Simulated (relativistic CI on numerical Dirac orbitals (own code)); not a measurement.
## Calculated levels, Ru8+

These numbers are calculated, not measured: Dirac-Coulomb-Breit CI, KLI orbitals optimised for each configuration, a model potential for QED, unscaled Slater integrals (own radial code, finite nucleus).

Configurations in the expansion (outside the closed core [Ar] 3d10): 4s²4p⁶, 4s²4p⁵4d, 4s4p⁶4d, 4s²4p⁵4f, 4s4p⁶4f, 4s²4p⁵5s, 4s²4p⁵5p, 4s²4p⁵5d, 4s4p⁶5s, 4s²4p⁵6s, 4s4p⁶5p, 4s²4p⁵6p, 4s²4p⁵5f, 4s²4p⁵5g, 4s²4p⁵6d, 4s²4p⁵7s, 4s4p⁶5d, 4s²4p⁵7p, 4s²4p⁵6f, 4p⁶4d², 4p⁵4d³, 4p⁵4d²4f, 4p⁵4d²5s, 4p⁵4d²5p, 4p⁶4f², 4p⁵4d4f², 4p⁵4f³, 4p⁵4f²5s, 4p⁵4f²5p. Double excitations out of closed p, d and f shells are left out; levels of such configurations are missing from the list, as are those of other unlisted configurations, and high levels can miss mixing partners. These lack a partner that the ground configuration has and come out too high: 4s²4p⁵5d, 4s²4p⁵6s, 4s²4p⁵6p, 4s²4p⁵5f, 4s²4p⁵5g.

| No. | Configuration | Term | J | E (cm⁻¹) | % | Next component (%) | Lifetime (s) |
| --- | --- | --- | --- | --- | --- | --- | --- |
| 1 | 4s²4p⁶ | ¹S | 0 | 0 | 100 |  |  |
| 2 | 4s²4p⁵4d | ³P° | 0 | 357653 | 100 |  |  |
| 3 | 4s²4p⁵4d | ³P° | 1 | 362252 | 96 | 4 ³D° | 1.35e-08 |
| 4 | 4s²4p⁵4d | ³P° | 2 | 371578 | 86 | 11 ³D° | 9.20e-02 |
| 5 | 4s²4p⁵4d | ³F° | 4 | 373419 | 100 |  |  |
| 6 | 4s²4p⁵4d | ³F° | 3 | 376825 | 82 | 11 ¹F° |  |
| 7 | 4s²4p⁵4d | ³F° | 2 | 384423 | 65 | 21 ¹D° | 9.04e-02 |
| 8 | 4s²4p⁵4d | ³D° | 3 | 399878 | 64 | 36 ¹F° | 1.93e-02 |
| 9 | 4s²4p⁵4d | ³D° | 1 | 411573 | 95 | 4 ³P° | 2.98e-10 |
| 10 | 4s²4p⁵4d | ¹D° | 2 | 411768 | 44 | 34 ³F° | 2.22e-03 |
| 11 | 4s²4p⁵4d | ³D° | 2 | 420934 | 55 | 33 ¹D° | 1.82e-03 |
| 12 | 4s²4p⁵4d | ¹F° | 3 | 424763 | 53 | 30 ³D° | 1.18e-03 |
| 13 | 4s²4p⁵4d | ¹P° | 1 | 523328 | 97 | 1 ³D° | 2.22e-12 |
| 14 | 4s²4p⁵5s | ³P° | 2 | 648537 | 100 |  | 2.46e-06 |
| 15 | 4s²4p⁵5s | ¹P° | 1 | 653793 | 53 | 46 ³P° | 3.18e-11 |
| 16 | 4s4p⁶4d | ³D | 1 | 675890 | 83 | 17 4s²4p⁵4f ³D | 4.55e-11 |
| 17 | 4s4p⁶4d | ³D | 2 | 678395 | 84 | 16 4s²4p⁵4f ³D | 4.20e-11 |
| 18 | 4s²4p⁵5s | ³P° | 0 | 681200 | 99 |  | 2.43e-06 |
| 19 | 4s4p⁶4d | ³D | 3 | 682415 | 85 | 14 4s²4p⁵4f ³D | 3.76e-11 |
| 20 | 4s²4p⁵5s | ³P° | 1 | 684830 | 53 | 47 ¹P° | 4.15e-11 |
| 21 | 4s²4p⁵5p | ³S | 1 | 726546 | 82 | 15 ³P | 3.96e-11 |
| 22 | 4s4p⁶4d | ¹D | 2 | 731838 | 80 | 11 4s²4p⁵5p ¹D | 2.76e-11 |
| 23 | 4s²4p⁵5p | ³D | 2 | 738456 | 51 | 22 ¹D | 2.57e-11 |
| 24 | 4s²4p⁵5p | ³D | 3 | 743512 | 100 |  | 3.69e-11 |
| 25 | 4s²4p⁵5p | ¹P | 1 | 746813 | 46 | 29 ³D | 3.94e-11 |
| 26 | 4s²4p⁵5p | ³P | 2 | 752045 | 66 | 31 ¹D | 3.26e-11 |
| 27 | 4s²4p⁵5p | ³P | 0 | 763014 | 78 | 22 ¹S | 3.82e-11 |
| 28 | 4s²4p⁵5p | ³D | 1 | 769671 | 63 | 35 ¹P | 3.67e-11 |
| 29 | 4s²4p⁵5p | ³P | 1 | 779998 | 63 | 19 ¹P | 3.76e-11 |
| 30 | 4s²4p⁵5p | ³D | 2 | 780035 | 40 | 34 ¹D | 3.29e-11 |
| 31 | 4s²4p⁵4f | ³G | 5 | 784118 | 100 |  | 1.20e-11 |
| 32 | 4s²4p⁵4f | ³G | 4 | 788848 | 75 | 20 ¹G | 1.19e-11 |
| 33 | 4s²4p⁵5p | ¹S | 0 | 790227 | 77 | 22 ³P | 4.57e-11 |
| 34 | 4s²4p⁵4f | ³G | 3 | 795936 | 55 | 26 ¹F | 1.14e-11 |
| 35 | 4s²4p⁵4f | ³D | 1 | 798030 | 82 | 17 4s4p⁶4d ³D | 5.96e-12 |
| 36 | 4s²4p⁵4f | ³D | 2 | 799507 | 67 | 18 ³F | 6.53e-12 |
| 37 | 4s²4p⁵4f | ³F | 4 | 800455 | 53 | 44 ¹G | 1.17e-11 |
| 38 | 4s²4p⁵4f | ³D | 3 | 800847 | 47 | 25 ³F | 7.49e-12 |
| 39 | 4s²4p⁵4f | ³F | 2 | 812316 | 56 | 33 ¹D | 1.13e-11 |
| 40 | 4s²4p⁵4f | ³G | 3 | 824276 | 45 | 31 ¹F | 1.13e-11 |
| 41 | 4s²4p⁵4f | ³F | 4 | 827585 | 43 | 35 ¹G | 1.17e-11 |
| 42 | 4s²4p⁵4f | ³D | 3 | 831196 | 38 | 32 ³F | 8.51e-12 |
| 43 | 4s²4p⁵4f | ¹D | 2 | 843358 | 65 | 26 ³F | 1.29e-11 |
| 44 | 4s²4p⁵5d | ³P° | 0 | 878318 | 98 | 1 4s4p⁶5p ³P° | 7.94e-11 |
| 45 | 4s²4p⁵5d | ³P° | 1 | 880598 | 89 | 8 ³D° | 7.98e-11 |

Energies count from the lowest computed level; ° marks odd parity; lifetimes are radiative, by E1, M1, E2 decay to levels of this space only; some are left blank where a channel outside the calculation adds to the decay or the decay crosses a small, uncertain gap.

The mean weight of the leading LS term, summed over parents, in these 45 levels is 72 %, and that of the leading jj configuration (from the same eigenvectors) 83 %, so jj coupling describes them better and the LS labels are nominal.

At this charge configurations can still be misplaced by up to about 7 % of their energy.

LS names give the leading component of a level, which can be under half, so a name can repeat, a term be missing and a line seem to break the LS rules.
